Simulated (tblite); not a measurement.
Compound: C₄H₆NOS (doublet state).
SMILES with atom numbers: `[CH3:1]/[N:2]=[CH:3]/[C:4](=[O:5])[CH2:6][S:7]` (hydrogens: H8, H9, H10 on C1; H11 on C3; H12, H13 on C6)

Structure used (GFN2-xTB), in Å, numbered top down from 1:
```
atom  x, y, z in Å
C1     2.2027   -0.2784    0.5532
N2     0.8132   -0.2833    0.2556
C3     0.2133    0.7676   -0.0864
C4    -1.2457    0.7623   -0.3884
O5    -1.8386    1.7769   -0.6411
C6    -1.8646   -0.6208   -0.3516
S7    -3.6477   -0.6270   -0.4897
H8     2.6745    0.7077    0.4611
H9     2.6907   -0.9877   -0.1171
H10    2.3269   -0.6571    1.5688
H11    0.6929    1.7509   -0.1780
H12   -1.4503   -1.1978   -1.1815
H13   -1.5717   -1.1126    0.5773
```

Method: GFN2-xTB as coded in tblite; computed harmonic values from a numerical Hessian at the method's own geometry, unscaled. The method is semi-empirical: single wavenumbers can be off by several per cent or more. One conformer, not necessarily the lowest. Open shells enter through the occupations alone, without spin polarisation, and single modes of such species can be off by tens of per cent. The optimisation stopped once no atom felt more than 0.01 eV/Å.

Lowest wavenumbers of the output (negative numbers stand for imaginary wavenumbers):
```
mode    cm-1
  1     -27.1
  2      71.6
  3     116.8
  4     181.7
  5     202.0
  6     205.0
  7     330.4
  8     491.6
```

Problem. Is this structure a minimum?

Solution. Not by this Hessian. 1 mode is imaginary beyond 20i (27i cm⁻¹), so at this level the point lies at or near a first-order saddle. The curvature is small, so loose convergence or finite differences may be the whole cause.

Problem. Which atoms move in the imaginary mode?

Solution. 27i: C6 (carbon bonded to C, S and 2 H) 40 %, S7 (sulfur bonded to C) 17 %, H13 (hydrogen on carbon) 16 %, H12 (hydrogen on carbon) 15 %. These are shares of the mass-weighted motion.

Problem. What is the remedy?

Solution. Step along that mode in both directions, optimise again with tighter thresholds and repeat the frequencies. The zero-point energy of this point (58.2 kcal/mol) counts the 32 real modes alone, and thermal corrections from it aren't those of a minimum.
